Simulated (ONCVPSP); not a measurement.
Before and after: ONCV potential for molybdenum (Mo)

Mo (Z = 42), optimised norm-conserving Vanderbilt (ONCV), made with ONCVPSP 4.0.1 (BLYP, scalar-relativistic). Core [Ar] 3d10, reference 4s2 4p6 4d5 5s1. Waves: 4s+5s: rc 1.85 bohr, ncon 4, nbas 9, qcut 6.7 1/bohr, 2 projectors; 4p: rc 1.15 bohr, ncon 3, nbas 6, qcut 7.4 1/bohr, 2 projectors, debl 3.6 Ha; 4d: rc 1.85 bohr, ncon 4, nbas 8, qcut 7.3 1/bohr, 2 projectors, debl 2.7 Ha; f scattering state at 0.2 Ha: rc 1.45 bohr, ncon 4, nbas 7, qcut 7.1 1/bohr, 3 projectors, debl 2.1 Ha. Local part: polynomial inside 1.10 bohr (lpopt 5, dvloc0 0 Ha). Core correction: none.

Change: s: qcut 4.3; p: qcut 4.8; d: qcut 4.7; f: qcut 4.6.

Cutoffs: the cutoffs (Ha) at which the residual kinetic energy of the hardest occupied pseudo-wave falls to 1 and 0.1 mHa per electron; they do not see the model core or the augmentation charge, which bear on the density cutoff. Errors are all-electron minus pseudo energies relative to the spin-unpolarised reference configuration.

Task: What does the change do?

Result: The potential gets harder (29 Ha and 82 Ha → 77 Ha and 125 Ha); both files keep a bound ghost (f); of the 4 tests that both files solve, the error grows in 2 and shrinks in 1 by more than 15 % and 0.3 meV (median size 1.2 → 2.1 meV); the range in which the s phases agree narrows (upper end 3.8 → 2.1).

| quantity | base | changed |
| --- | --- | --- |
| cutoff, loose | 29 Ha | 77 Ha |
| cutoff, tight | 82 Ha | 125 Ha |
| loose cutoff by channel | s 15 Ha, p 29 Ha, d 19 Ha | s 5.9 Ha, p 77 Ha, d 55 Ha |
| bound ghosts | f | f |
| GHOST(+) flags under 300 eV | s at 116.6 eV | s at 76.0 eV |
| error for 4s2 4p6 4d5 5s0, meV [ΔE 6.93 eV] | -1.3 | -1.1 |
| error for 4s2 4p6 4d4 5s0, meV [ΔE 22.34 eV] | -1.1 | -0.7 |
| error for 4s2 4p6 4d3 5s0, meV [ΔE 48.99 eV] | +3.8 | +22 |
| error for 4s2 4p6 4d4 5s1, meV [ΔE 7.94 eV] | +1.2 | +3.0 |
| s: phases at 1.88 bohr within 0.05 rad from the reference energy up to (Ha; the scan ends near 5) | 3.8 | 2.1 |
| p: phases at 1.17 bohr within 0.05 rad from the reference energy up to (Ha; the scan ends near 5) | to the end of the scan | to the end of the scan |
| d: phases at 1.88 bohr within 0.05 rad from the reference energy up to (Ha; the scan ends near 5) | to the end of the scan | to the end of the scan |
| f: phases at 1.47 bohr within 0.05 rad from the reference energy up to (Ha; the scan ends near 5) | to the end of the scan | to the end of the scan |

Base: The cutoffs count occupied waves only; projector 3 of the f channel, the hardest unoccupied one, needs 91 Ha at the loose tolerance. A true bound ghost makes a file unfit for plane-wave use even where its test errors are small: the radial tests pick states by their node count and pass the ghost by.
